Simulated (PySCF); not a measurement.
Running PySCF for C

The script input.py:

```python
from pyscf import gto, dft

mol = gto.M(
    atom='C 0 0 0',
    basis='cc-pvtz-dk',
    charge=0,
    spin=2,
    verbose=4,
)
mf = dft.UKS(mol, xc='m062x')
mf = mf.sfx2c1e()
mf.kernel()
mf.analyze()
print('orbital energies (hartree):', [e[max(0, n-3):n+3].round(4) for e, n in zip(mf.mo_energy, mol.nelec)])
```

```bash
$ OMP_NUM_THREADS=1 python input.py
```

It prints (some set-up lines and the per-cycle HOMO/LUMO lines with their warnings removed):

```
PySCF version 2.14.0

[INPUT] verbose = 4
[INPUT] num. atoms = 1
[INPUT] num. electrons = 6
[INPUT] charge = 0
[INPUT] spin (= nelec alpha-beta = 2S) = 2
[INPUT] symmetry False subgroup None
[INPUT] Mole.unit = angstrom
[INPUT] Symbol           X                Y                Z      unit          X                Y                Z       unit  Magmom
[INPUT]  1 C      0.000000000000   0.000000000000   0.000000000000 AA    0.000000000000   0.000000000000   0.000000000000 Bohr   0.0

nuclear repulsion = 0
number of shells = 9
number of NR pGTOs = 42
number of NR cGTOs = 30
basis = cc-pvtz-dk
ecp = {}

******** <class 'pyscf.x2c.sfx2c1e.sfX2C1eUKS'> ********
method = sfX2C1eUKS
initial guess = minao
damping factor = 0
level_shift factor = 0
DIIS = <class 'pyscf.scf.diis.CDIIS'>
diis_start_cycle = 1
diis_space = 8
diis_damp = 0
SCF conv_tol = 1e-09
SCF conv_tol_grad = None
SCF max_cycles = 50
direct_scf = True
direct_scf_tol = 1e-13
number electrons alpha = 4  beta = 2
XC library pyscf.dft.libxc version 7.0.0
    S. Lehtola, C. Steigemann, M. J.T. Oliveira, and M. A.L. Marques.,  SoftwareX 7, 1–5 (2018)
XC functionals = m062x
    Y. Zhao and D. G. Truhlar.,  Theor. Chem. Acc. 120, 215 (2008)
    Y. Zhao and D. G. Truhlar.,  Theor. Chem. Acc. 120, 215 (2008)
radial grids:
    Treutler-Ahlrichs [JCP 102, 346 (1995); DOI:10.1063/1.469408] (M4) radial grids

becke partition: Becke, JCP 88, 2547 (1988); DOI:10.1063/1.454033
pruning grids: <function nwchem_prune>
grids dens level: 3
symmetrized grids: False
atomic radii adjust function: <function treutler_atomic_radii_adjust>
small_rho_cutoff = 0

******** <class 'pyscf.x2c.sfx2c1e.SpinFreeX2CHelper'> ********
approx = 1e
xuncontract = 1
Set gradient conv threshold to 3.16228e-05
tot grids = 14120
init E= -37.6550030931743

cycle= 1 E= -37.8340649669646  delta_E= -0.179  |g|= 0.164  |ddm|= 0.627
cycle= 2 E= -37.8555154280103  delta_E= -0.0215  |g|= 0.0727  |ddm|= 0.245
cycle= 3 E= -37.8580736874009  delta_E= -0.00256  |g|= 0.0106  |ddm|= 0.0652
cycle= 4 E= -37.8582056111842  delta_E= -0.000132  |g|= 0.000946  |ddm|= 0.0225
cycle= 5 E= -37.8582065381563  delta_E= -9.27e-07  |g|= 5.96e-05  |ddm|= 0.00162
cycle= 6 E= -37.8582065412614  delta_E= -3.11e-09  |g|= 8.68e-06  |ddm|= 8.99e-05
cycle= 7 E= -37.8582065414156  delta_E= -1.54e-10  |g|= 3.36e-06  |ddm|= 1.69e-05
Extra cycle  E= -37.8582065414998  delta_E= -8.42e-11  |g|= 3.35e-06  |ddm|= 9.38e-06
converged SCF energy = -37.8582065414998  <S^2> = 2.0029521  2S+1 = 3.0019674
**** SCF Summaries ****
Total Energy =                         -37.858206541499783
Nuclear Repulsion Energy =               0.000000000000000
One-electron Energy =                  -50.500166795836051
Two-electron Energy =                   12.641960254336267
Two-electron Coulomb Energy =           17.863039480972983
DFT Exchange-Correlation Energy =       -5.221079226636716
**** MO energy ****
                             alpha | beta                alpha | beta
MO #1   energy= -10.6636586321919  | -10.6428535123332  occ= 1 | 1
MO #2   energy= -0.668196714137085 | -0.540362144613426 occ= 1 | 1
MO #3   energy= -0.322651930971985 | -0.0646926136905552 occ= 1 | 0
MO #4   energy= -0.322648584738654 | -0.0359280473153239 occ= 1 | 0
MO #5   energy= -0.0949700718934885 | -0.0359279490024304 occ= 0 | 0
MO #6   energy= 0.357389362281069  | 0.345303540058538  occ= 0 | 0
MO #7   energy= 0.357390896317493  | 0.345303938258632  occ= 0 | 0
[23 lines left out]

To work with the spin densities directly, `use mulliken_meta_spin()` only printing them here.

 ** Mulliken spin pop alpha/beta on meta-lowdin orthogonal AOs **
 ** Mulliken Spin Density (per AO)  **
 ** Mulliken Spin Density (per atom)  **
spin density of  0 C =      2.00000
 ** Mulliken pop alpha/beta on meta-lowdin orthogonal AOs **
 ** Mulliken pop       alpha | beta **
pop of  0 C 1s        0.99997 | 0.99998
pop of  0 C 2s        0.99990 | 0.99684
pop of  0 C 3s        0.00004 | 0.00279
pop of  0 C 4s        0.00003 | 0.00001
pop of  0 C 2px       0.96006 | 0.00000
pop of  0 C 2py       0.96761 | 0.00000
pop of  0 C 2pz       0.06623 | 0.00000
pop of  0 C 3px       0.00237 | 0.00000
pop of  0 C 3py       0.00239 | 0.00000
pop of  0 C 3pz       0.00016 | 0.00000
pop of  0 C 4px       0.00055 | 0.00000
pop of  0 C 4py       0.00055 | 0.00000
[18 lines left out]
In total             4.00000 | 2.00000
 ** Mulliken atomic charges   ( Nelec_alpha | Nelec_beta ) **
charge of  0C =     -0.00000  (     4.00000      2.00000 )
Dipole moment(X, Y, Z, Debye): -0.00000, -0.00000, -0.00000
orbital energies (hartree): [array([-0.6682, -0.3227, -0.3226, -0.095 ,  0.3574,  0.3574]), array([-10.6429,  -0.5404,  -0.0647,  -0.0359,  -0.0359])]
```

In short: E(SCF) = -37.858207 Eh, 7 cycles, ⟨S²⟩ = 2.003.

Run time: 1.1 s on 1 thread of Arm Neoverse V2 (shared host).

No search for the lowest solution was made.
